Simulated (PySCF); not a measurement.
**Correlation energy of Cl²⁺ (chlorine, charge +2)**

[Ne] 3s2 3p2 3d1, one real determinant (an excited configuration). Computed with PySCF 2.14 in aug-cc-pV(T+d)Z, with no relativity, point nucleus. Frozen: [Ne]; 5 electrons correlated.

MP2 pair energies summed by pair of shells (mhartree):

| pair | energy | share (%) |
| --- | --- | --- |
| 3s-3p | -43.43 | 37.3 |
| 3s-3d | -34.19 | 29.4 |
| 3s-3s | -18.00 | 15.5 |
| 3p-3d | -13.28 | 11.4 |
| 3p-3p | -7.45 | 6.4 |

Total MP2 correlation energy: -116.34 mhartree.

Same-spin part -28.07 and opposite-spin part -88.27 mhartree; SCS-MP2 scales them by 1/3 and 6/5 to -115.29 mhartree.

The reference is one real determinant that mixes LS terms of this configuration.
